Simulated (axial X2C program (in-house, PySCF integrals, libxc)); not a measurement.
# Outer orbitals of CoP at 2.101 Å, PBE0

Calculated with an in-house relativistic program for diatomic molecules. Spin-free means the one-electron spin-free X2C Hamiltonian; two-component (2c) means X2C with spin–orbit coupling and atomic mean-field two-electron Coulomb and Gaunt terms, so the difference of the two also holds small scalar two-electron terms. Basis: Co dyall-cv3z [9s10p6d3f2g], P dyall-v3z [8s7p2d1f] (cores contracted in-house); Gaussian nuclei, density fitting, unrestricted open shells. Masses: Co 58.933 u, P 30.974 u.

The distance is close to the 2c PBE0 minimum; the highest filled and lowest empty levels are listed.

Spin-free orbitals, state M_S = 2, Λ = 2 (beyond evenly filled blocks: σα, π+α, π-α, δ+α, δ+β, δ-α) (Löwdin shares):

```json
{"symmetry": "σα", "occupied": "yes", "ε (eV)": "-15.67", "atomic character": "71% P s, 11% Co p, 9% Co s"}
{"symmetry": "σβ", "occupied": "yes", "ε (eV)": "-14.02", "atomic character": "70% P s, 11% Co p, 10% Co s"}
{"symmetry": "σα", "occupied": "yes", "ε (eV)": "-9.59", "atomic character": "86% Co d, 8% P p, 4% P s"}
{"symmetry": "π+α", "occupied": "yes", "ε (eV)": "-9.03", "atomic character": "89% Co d, 10% P p"}
{"symmetry": "π-α", "occupied": "yes", "ε (eV)": "-9.03", "atomic character": "89% Co d, 10% P p"}
{"symmetry": "δ-α", "occupied": "yes", "ε (eV)": "-8.89", "atomic character": "100% Co d"}
{"symmetry": "δ+α", "occupied": "yes", "ε (eV)": "-8.89", "atomic character": "100% Co d"}
{"symmetry": "π+β", "occupied": "yes", "ε (eV)": "-6.97", "atomic character": "87% Co d, 10% P p"}
{"symmetry": "σβ", "occupied": "yes", "ε (eV)": "-6.81", "atomic character": "68% P p, 14% Co s, 9% Co d"}
{"symmetry": "σα", "occupied": "yes", "ε (eV)": "-6.78", "atomic character": "53% P p, 38% Co s, 4% Co d"}
{"symmetry": "π-β", "occupied": "yes", "ε (eV)": "-6.71", "atomic character": "85% Co d, 13% P p"}
{"symmetry": "δ+β", "occupied": "yes", "ε (eV)": "-6.53", "atomic character": "100% Co d"}
{"symmetry": "π-α", "occupied": "yes", "ε (eV)": "-6.05", "atomic character": "76% P p, 13% Co d, 11% Co p"}
{"symmetry": "π+α", "occupied": "yes", "ε (eV)": "-6.05", "atomic character": "76% P p, 13% Co d, 11% Co p"}
{"symmetry": "σα", "occupied": "no", "ε (eV)": "-2.50", "atomic character": "39% Co p, 34% Co s, 22% P p"}
{"symmetry": "σβ", "occupied": "no", "ε (eV)": "-2.40", "atomic character": "57% Co s, 19% Co d, 18% Co p"}
{"symmetry": "π+β", "occupied": "no", "ε (eV)": "-2.36", "atomic character": "66% P p, 22% Co p, 13% Co d"}
{"symmetry": "π-β", "occupied": "no", "ε (eV)": "-2.31", "atomic character": "64% P p, 21% Co p, 15% Co d"}
```

Spinors with spin–orbit coupling (state Ω = 4):

```
   ω  occupied  ε (eV)              atomic character    λ mixture
 1/2       yes  -15.67    71% P s, 11% Co p, 9% Co s       100% σ
-1/2       yes  -14.02   70% P s, 11% Co p, 10% Co s       100% σ
 1/2       yes   -9.59      86% Co d, 8% P p, 4% P s       100% σ
-1/2       yes   -9.06              89% Co d, 9% P p       100% π
 3/2       yes   -9.00             89% Co d, 10% P p       100% π
-3/2       yes   -8.96                     100% Co d       100% δ
 5/2       yes   -8.82                     100% Co d       100% δ
 1/2       yes   -7.01             87% Co d, 11% P p  99% π, 1% σ
-1/2       yes   -6.81    68% P p, 14% Co s, 9% Co d       100% σ
 1/2       yes   -6.77    52% P p, 38% Co s, 5% Co d  99% σ, 1% π
-3/2       yes   -6.67             84% Co d, 13% P p       100% π
 3/2       yes   -6.60                     100% Co d       100% δ
-1/2       yes   -6.06   76% P p, 12% Co d, 11% Co p       100% π
 3/2       yes   -6.02   76% P p, 13% Co d, 11% Co p       100% π
 1/2        no   -2.50   39% Co p, 34% Co s, 22% P p       100% σ
-1/2        no   -2.39  57% Co s, 19% Co d, 18% Co p       100% σ
 1/2        no   -2.37   66% P p, 22% Co p, 13% Co d       100% π
-3/2        no   -2.29   63% P p, 21% Co p, 16% Co d       100% π
```

Q: How does the gap between the highest filled and lowest empty level change from the spin-free to the 2c table?

A: From 3.55 to 3.52 eV at PBE0, a change of -0.03 eV.

Mulliken charges and populations of the two-component result (they depend on the basis, above all on diffuse functions):

Co 0.36 e (s 6.68 p 12.20 d 7.76), P -0.36 e (s 5.95 p 9.34 d 0.06 f 0.01). ⟨Lz⟩ = 2.00 ħ and ⟨Sz⟩ = 2.00 ħ (1.25 and 0.74 on the two atoms), which add up to Ω.

The state is one determinant whose occupation by symmetry is held fixed; it was picked as the lowest of a PBE0 search that is not exhaustive. Density functionals use the spin component along the axis (collinear). Other states lie close and PBE0, whose exact exchange favours high spin, may order them wrongly; the determinant shown need not be the ground state. The nearest other spin-free determinant of the search, M_S = 1, Λ = 3, lies 0.37 eV up at the distance of the search. Without a current term, density functionals place determinants with orbital angular momentum somewhat too high. With several unpaired electrons one determinant need not be a pure state. Open-shell Ω = 0 determinants with evenly filled partner blocks cannot be reached by this program, so the Ω shown need not be the lowest component.
